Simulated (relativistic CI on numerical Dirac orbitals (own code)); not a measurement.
## Sc³⁺ in a cubic cluster: 2p photoemission with charge transfer

Computed with a charge-transfer multiplet model of a cubic metal-ligand cluster with up to 2 ligand holes, Slater and spin-orbit integrals from Dirac-Coulomb-Breit ions, Slater integrals scaled by 0.8. The ground state mixes d0 with configurations of k ligand holes L, whose averages lie at kΔ + k(k − 1)U_dd/2; a core hole lowers each added d electron by U_cd. 300 K, Lorentzian 0.6 eV and Gaussian 0.8 eV FWHM.

Atomic integrals in eV (Slater integrals scaled, ζ unscaled), ground: F2dd 4.710, F4dd 2.885, zeta_d 0.005; with the core hole: F2dd 4.710, F4dd 2.885, zeta_d 0.020, zeta_core 3.003, F2cd 4.113, G1cd 2.955, G3cd 1.675. Where a configuration has fewer than two d electrons, the dd integrals are those of d2.

Cluster parameters (eV): U_dd = 4.8, U_cd = 6.2, 10Dq = 0.5, 10Dq(ligand) = 1.2, V(eg) = 1.6, V(t2g) = -0.74, final-state hopping factor = 0.8.

```tsv
Case	n_d	d0	d1L	d2L2	S
Δ = 3.5 eV	0.46	0.58	0.38	0.04	0.00
Δ = 5.5 eV	0.30	0.72	0.26	0.02	0.00
Δ = 8.5 eV	0.16	0.85	0.15	0.01	0.00
```

Weights, n_d and S are thermal averages at 300 K. Binding energies count from the first peak over 30 % of the highest in each spectrum, which can be another peak from case to case. The parameters are a model scan and need not match a compound or its usual spin state. Peaks in eV (height, largest 100):
- Δ = 3.5 eV: 0.0 (100), 4.9 (53), 6.3 (33), 11.1 (16)
- Δ = 5.5 eV: 0.0 (100), 4.9 (56), 10.4 (15)
- Δ = 8.5 eV: 0.0 (100), 4.7 (50), 10.0 (5)

Curve for Δ = 5.5 eV (points under 2 left out, the grid thinned):

(E (eV), Intensity): (-2.9, 2.0), (-2.6, 2.5), (-2.2, 3.5), (-1.9, 4.7), (-1.6, 6.7), (-1.2, 12.7), (-0.9, 24.0), (-0.5, 58.8), (-0.2, 91.0), (0.1, 98.2), (0.5, 61.2), (0.8, 33.2), (1.1, 18.8), (1.5, 11.7), (1.8, 10.0), (2.1, 9.8), (2.5, 10.3), (2.8, 10.4), (3.2, 11.4), (3.5, 14.1), (3.8, 19.0), (4.2, 31.6), (4.5, 46.1), (4.8, 55.8), (5.2, 53.0), (5.5, 48.2), (5.8, 41.6), (6.2, 25.8), (6.5, 15.4), (6.9, 8.7), (7.2, 6.7), (7.5, 5.8), (7.9, 5.4), (8.2, 5.1), (8.5, 4.7), (8.9, 4.6), (9.2, 5.2), (9.5, 6.6), (9.9, 10.8), (10.2, 14.5), (10.6, 14.1), (10.9, 9.7), (11.2, 5.7), (11.6, 2.9), (11.9, 2.0)

A d0 ion has no d-d gap: its lowest excitations are ligand-to-metal charge transfer. With the core hole the configuration with one ligand hole lies at Δ − U_cd = -2.7, -0.7, 2.3 eV from the one without, in the order of the table; where this is negative the screened configuration lies lower, though the effective hopping of about 2.9 eV (from the holes of the mixed ground state) mixes the two strongly wherever it is as large as the gap.
